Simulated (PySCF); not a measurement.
2-methylpentane-1,5-diol (`C[C@H](CO)CCCO`). Computed geometry: GFN2-xTB, gas phase.

```
atom  x, y, z in Å
C1    -1.0273    1.4209    0.7435
C2    -0.4546    0.5882   -0.4012
C3    -1.3590    0.7219   -1.6376
O4    -2.6678    0.2411   -1.4422
C5    -0.3029   -0.8893   -0.0101
C6     0.8747   -1.1844    0.9216
C7     2.2481   -0.9452    0.2877
O8     2.5933    0.4130    0.1490
H9    -2.0531    1.1199    0.9465
H10   -1.0290    2.4747    0.4747
H11   -0.4434    1.3024    1.6528
H12    0.5270    0.9780   -0.6817
H13   -1.4769    1.7770   -1.8947
H14   -0.8892    0.2106   -2.4914
H15   -2.6167   -0.6928   -1.2111
H16   -1.2184   -1.2267    0.4851
H17   -0.1687   -1.4843   -0.9182
H18    0.8243   -2.2352    1.2158
H19    0.7923   -0.5855    1.8318
H20    2.2721   -1.3544   -0.7250
H21    3.0130   -1.4632    0.8866
H22    2.5519    0.8327    1.0158
```

Question: What is the longest distance between nuclei?

Answer: O4···H21, 6.37 Å; the next longest distance is 6.20 Å.

Question: Where is the centre of mass (commonest isotopes), and what is the radius of gyration?

Answer: Mass 118.099 u; centre at (-0.011, 0.056, -0.180) Å; Rg = √(Σ m r²/M) = 2.211 Å. As Ia + Ib + Ic = 2 Σ m r², the three principal moments sum to 1154.9 u·Å².

Question: What are the angles C2–C1–H11, C1–C2–H12, C5–C2–H12, H13–C3–H14, C5–C6–C7, C6–C7–H20, H20–C7–H21, C7–O8–H22?

Answer: From the scalar product of the two bond vectors; for C2–C1–H11 it is -0.6078 Å² over 1.5270 × 1.0871 Å², cos θ = -0.3661. C2–C1–H11 111.5°; C1–C2–H12 109.6°; C5–C2–H12 108.6°; H13–C3–H14 108.2°; C5–C6–C7 114.1°; C6–C7–H20 110.2°; H20–C7–H21 108.2°; C7–O8–H22 108.7°.

Question: Give the dihedral angles H19–C6–C7–O8, H17–C5–C6–H19, H21–C7–O8–H22, C1–C2–C3–O4.

Answer: H19–C6–C7–O8 -49° (synclinal); H17–C5–C6–H19 178° (antiperiplanar); H21–C7–O8–H22 -66° (synclinal); C1–C2–C3–O4 -62° (synclinal). Dihedral signs follow IUPAC: positive where, seen along the central bond, the front bond turns clockwise onto the rear one.

Question: How far apart are these pairs, which share no bond: C6···H20, O8···H16, H9···H20, H10···H13, H10···H22, H15···H16, H15···H18?

Answer: C6···H20 2.166 Å (2 bonds apart); O8···H16 4.163 Å (4 bonds apart); H9···H20 5.256 Å (6 bonds apart); H10···H13 2.510 Å (4 bonds apart); H10···H22 3.976 Å (7 bonds apart); H15···H16 2.262 Å (5 bonds apart); H15···H18 4.484 Å (6 bonds apart).

Question: Write the matrix of distances between heavy atoms (Å, lower triangle).

Answer: 
```
C1    0.000
C2    1.527  0.000
C3    2.504  1.538  0.000
O4    2.977  2.470  1.408  0.000
C5    2.536  1.536  2.522  2.987  0.000
C6    3.231  2.580  3.895  4.491  1.530  0.000
C7    4.066  3.183  4.416  5.345  2.569  1.531  0.000
O8    3.805  3.102  4.348  5.499  3.180  2.470  1.408  0.000
```

GFN2-xTB frequencies: not computed here. The numbers are those of one conformer.
